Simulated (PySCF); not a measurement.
Job file and geometry (Å, from GFN2-xTB) of an NMR shielding run on SMILES CP1[C@H](C(C)C)CCC1, C$_{8}$H$_{17}$P, GIAO PBE0/pcSseg-1 NMR shielding, non-relativistic, gas phase (PySCF); density fitting, a coarse starting grid and PySCF grid level 2 are the driver's defaults:

```
$ OMP_NUM_THREADS=1 python probes_run.py task.json out

{"job": {"kind": "nmr", "xc": "PBE0", "basis": "pcSseg-1"}, "charge": 0, "multiplicity": 1}
C     -2.665978    -0.373759    -0.541999
C     -1.571648    -0.141319     0.498651
C     -1.890080     1.106894     1.317008
C     -0.192765    -0.001121    -0.154165
C      0.209837    -1.200569    -1.015574
C      1.726021    -1.164841    -1.159614
C      2.279329    -1.007628     0.252089
P      1.158544     0.181046     1.157283
C      1.907624     1.770577     0.564050
H     -2.522441    -1.318322    -1.059598
H     -2.664998     0.428021    -1.278210
H     -3.642362    -0.394992    -0.062521
H     -1.542886    -1.002832     1.176364
H     -1.103229     1.287453     2.048827
H     -1.964713     1.977592     0.667752
H     -2.833139     0.990307     1.846515
H     -0.189907     0.906440    -0.770043
H     -0.279939    -1.171131    -1.989962
H     -0.082020    -2.124880    -0.510464
H      2.015743    -0.312720    -1.778573
H      2.105240    -2.070832    -1.636077
H      3.310760    -0.652740     0.273828
H      2.242372    -1.965469     0.777658
H      2.814359     1.961564     1.136270
H      2.149836     1.734619    -0.496808
H      1.205396     2.581254     0.750585
```

Question: What does the program print?

Answer: 
```
coarse grid: 20856 points
cycle   1  E = -655.7486836865  dE =  8.417e-01  |g| = 5.152e-01  |ddm| = 4.438e+00
cycle   2  E = -655.7290626772  dE =  1.962e-02  |g| = 5.930e-01  |ddm| = 1.027e+00
cycle   3  E = -655.8208183849  dE = -9.176e-02  |g| = 5.444e-02  |ddm| = 5.984e-01
cycle   4  E = -655.8214019656  dE = -5.836e-04  |g| = 2.815e-02  |ddm| = 1.101e-01
cycle   5  E = -655.8215951231  dE = -1.932e-04  |g| = 6.563e-03  |ddm| = 3.333e-02
cycle   6  E = -655.8216055687  dE = -1.045e-05  |g| = 1.727e-03  |ddm| = 9.199e-03
cycle   7  E = -655.8216062831  dE = -7.145e-07  |g| = 3.344e-04  |ddm| = 2.471e-03
final grid: 192920 points
cycle   8  E = -655.8795493311  dE = -8.644e-05  |g| = 1.149e-02  |ddm| = 4.786e-02
cycle   9  E = -655.8795321602  dE =  1.717e-05  |g| = 1.411e-02  |ddm| = 2.381e-02
cycle  10  E = -655.8795835913  dE = -5.143e-05  |g| = 1.092e-03  |ddm| = 1.445e-02
cycle  11  E = -655.8795838722  dE = -2.808e-07  |g| = 3.626e-04  |ddm| = 1.775e-03
cycle  12  E = -655.8795839037  dE = -3.152e-08  |g| = 8.311e-05  |ddm| = 3.803e-04
cycle  13  E = -655.8795839054  dE = -1.647e-09  |g| = 2.401e-05  |ddm| = 1.367e-04
cycle  14  E = -655.8795839055  dE = -1.492e-10  |g| = 4.889e-06  |ddm| = 3.449e-05
converged SCF energy = -655.8795839055

GIAO shielding tensors (ppm)
atom      isotropic    diamagn.    paramagn.     s11        s22        s33       span
  0 C      162.751     247.488     -84.737    148.392    154.162    185.698     37.306
  1 C      148.393     245.010     -96.617    137.364    148.147    159.668     22.304
  2 C      158.944     248.902     -89.958    139.213    152.142    185.477     46.264
  3 C      126.033     253.893    -127.860    107.174    125.276    145.649     38.474
  4 C      147.417     248.204    -100.787    122.552    156.042    163.657     41.105
  5 C      155.298     249.267     -93.969    124.708    164.527    176.660     51.952
  6 C      155.533     256.338    -100.805    135.447    162.253    168.900     33.453
  7 P      360.637     967.889    -607.252    273.288    366.762    441.861    168.573
  8 C      170.381     254.029     -83.647    153.222    169.770    188.151     34.929
  9 H       30.360      30.834      -0.474     24.820     30.000     36.259     11.439
 10 H       31.171      31.061       0.110     27.768     29.132     36.612      8.843
 11 H       30.659      29.468       1.191     25.937     28.022     38.017     12.080
 12 H       30.423      33.322      -2.899     27.464     29.412     34.392      6.928
 13 H       29.908      31.204      -1.297     23.900     31.295     34.527     10.627
 14 H       31.104      31.694      -0.590     28.147     29.079     36.087      7.940
 15 H       30.585      29.959       0.626     25.987     27.645     38.125     12.138
 16 H       30.772      36.600      -5.827     28.578     30.906     32.834      4.256
 17 H       29.481      32.563      -3.082     23.542     29.349     35.553     12.011
 18 H       30.679      33.349      -2.671     25.375     30.465     36.196     10.821
 19 H       29.889      32.062      -2.172     26.191     27.547     35.931      9.740
 20 H       29.609      29.879      -0.270     23.710     27.117     37.999     14.289
 21 H       30.333      31.645      -1.312     25.655     27.672     37.670     12.015
 22 H       30.067      32.363      -2.296     25.145     27.400     37.656     12.511
 23 H       30.813      30.259       0.554     25.859     27.061     39.521     13.662
 24 H       30.573      32.930      -2.356     25.576     30.316     35.829     10.253
 25 H       30.818      31.977      -1.159     25.594     29.572     37.287     11.693
```

Size and cost of the density-fitted run: 245 basis functions, about 3 core-minutes.
